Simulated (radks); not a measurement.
Problem. Excited configurations of neutral gallium: one electron is placed in a higher orbital outside [Ar] 3d10 4s2. The ground configuration is [Ar] 3d10 4s2 4p1. Method: Dirac Kohn-Sham, PBEsol, spin-unpolarised, spherical densities, finite nucleus; open shells are shared between the two j in proportion to 2j + 1; Fermi nuclear charge, rms radius 3.9973 fm; computed with a radial shooting solver on a logarithmic mesh with Libxc functionals. Excitation = E - E(ground); binding = E(ion) - E, where the ion is the core of charge +1; n* = 1/sqrt(2 binding) in atomic units, and the quantum defect is n - n*. Eigenvalue and <r> are those of j = l + 1/2.

| outer orbital | excitation (eV) | binding (eV) | n* | quantum defect | eigenvalue (eV) | <r> (bohr) |
|---|---|---|---|---|---|---|
| 5p | 3.662 | 2.019 | 2.596 | 2.404 | -1.109 | 9.683 |
| 6s | 4.217 | 1.465 | 3.048 | 2.952 | -0.886 | 14.82 |
| 6d | 4.988 | 0.694 | 4.428 | 1.572 | -0.421 | 29.33 |
| 6f | 5.235 | 0.447 | 5.520 | 0.480 | -0.280 | 44.72 |
| 7s | 4.794 | 0.888 | 3.915 | 3.085 | -0.566 | 24.86 |
| 7p | 4.960 | 0.722 | 4.341 | 2.659 | -0.457 | 29.91 |

Estimate the row for 4f.

Solution. excitation (eV) 4.782; binding (eV) 0.900; n* 3.889; quantum defect 0.111; eigenvalue (eV) -0.429; <r> (bohr) 17.57. The Delta-SCF ionisation energy is 5.682 eV (NIST Atomic Spectra Database: 5.999 eV, measured). Self-interaction in the functional shifts the binding energies and quantum defects, so they are the method's values and not measured ones. Spin polarisation and multiplet splitting are left out, so open shells lie too high by an amount that depends on their filling. Sharing an open shell by 2j + 1 raises it above the true ground level by a part of the spin-orbit splitting, which enters the differences from NIST.

Beside tabulated values, note that spin-unpolarised runs miss the spin-polarisation part of the exchange energy of open shells.
